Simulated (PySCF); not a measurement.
Geometries of 2 isomers of C5H8Si, from PySCF, PBE0-D3(BJ)/def2-SVP geometry optimisation, gas phase. One conformer each, no zero-point energy, no frequencies.

Question: Which is lower in electronic energy at this level?
A.
```xyz
14
angstrom
C      2.987   -0.602   -0.308
C      1.826   -0.277   -0.442
C      0.444    0.110   -0.574
C     -0.663   -0.925   -0.203
C     -1.796    0.021    0.266
Si    -0.444    1.292    0.645
H      4.015   -0.890   -0.194
H      0.252    0.498   -1.591
H     -0.307   -1.541    0.638
H     -0.925   -1.614   -1.023
H     -2.423    0.351   -0.578
H     -2.453   -0.366    1.057
H      0.099    1.200    2.033
H     -0.619    2.728    0.264
```
B.
```xyz
14
angstrom
C      2.470   -0.734    0.789
C      0.986   -0.597    0.817
C      0.120   -1.561    1.204
C     -1.322   -1.241    1.174
C     -1.680   -0.005    0.763
Si    -0.088    0.886    0.355
H      2.950   -0.014    1.474
H      2.876   -0.521   -0.214
H      2.793   -1.746    1.080
H      0.451   -2.554    1.534
H     -2.048   -2.003    1.482
H     -2.720    0.319    0.711
H      0.044    1.282   -1.082
H      0.180    2.096    1.194
```

Answer: B. That is `CC1=CC=C[SiH2]1`, 36.3 kcal/mol below the other.

```tsv
SMILES	atoms numbered as above	E (Eh)	relative (kcal/mol)	relative (kJ/mol)	dipole (D)
CC1=CC=C[SiH2]1	[CH3:1][C:2]1=[CH:3][CH:4]=[CH:5][SiH2:6]1	-484.22111	0.0	0.0	0.60
C#C[C@H]1CC[SiH2]1	[CH:1]#[C:2][C@H:3]1[CH2:4][CH2:5][SiH2:6]1	-484.16324	36.3	151.9	1.16
```

As drawn, the lower has a C=C bond outside aromatic rings, which the higher lacks; the higher has a four-membered ring and a C≡C bond, which the lower lacks.
